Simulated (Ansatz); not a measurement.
ClFGaHSe (`[F][Ga]([Cl])[SeH]`). Total charge 0; spin multiplicity 1.

Z-matrix (Å, degrees):
```
Ga
F 1 1.742
Se 1 2.293 2 118.4
Cl 1 2.121 2 116.2 3 -180.0
H 3 1.470 1 90.4 2 -180.0
```

What are the harmonic wavenumbers in cm⁻¹ at PBE0-D4/def2-TZVP (Ansatz, finite differences of forces, unscaled)? (An estimate is asked.)

Computed: 91, 145, 157, 243, 293, 443, 645, 698, 2445.

Is this a minimum?

Yes, all 9 modes are real.

Give the ideal-gas thermochemistry at 298.15 K and 1 bar (rigid rotor, harmonic oscillator; point group Cs, symmetry number 1).

Zero-point energy 30.9 kJ/mol; H(298) − E = 49.9 kJ/mol; entropy 352.8 J/(mol·K), of which translation 175.2, rotation 120.3, vibration 57.3; G(298) − E = -55.3 kJ/mol. Modes under 100 cm⁻¹ are hindered rotations or soft bends, so the harmonic entropy is rough.
